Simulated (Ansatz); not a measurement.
Constitutional and geometric isomers with formula CH4S2. All species are isolated molecules in the gas phase. One relaxed conformer stands for each flexible species; it need not be the lowest. Strings in code marks are SMILES.

Quantity: electronic energy of isomers of CH4S2 relative to `CSS` (C–S–S–H torsion 88°), in kcal/mol.

Case: `SCS` (H–S–C–S torsion 70°, S–C–S–H torsion -70°). Geometry of `SCS` (neutral, multiplicity 1, Å):

```xyz
7

S     -1.6005     0.0443     0.4201
C      0.0493     0.5795    -0.1212
S      0.9710    -0.5207    -1.2352
H     -1.1765    -0.9528     1.2144
H      0.6611     0.8364     0.7415
H     -0.1194     1.4916    -0.6946
H      1.2149    -1.4782    -0.3249
```

Problem. What electronic energy of isomers of CH4S2 relative to `CSS` (C–S–S–H torsion 88°) does frozen-core CCSD(T)/cc-pVTZ // r2SCAN-D4/def2-TZVP (Ansatz, a program for electronic structure) give?

Solution. 5.73 kcal/mol.
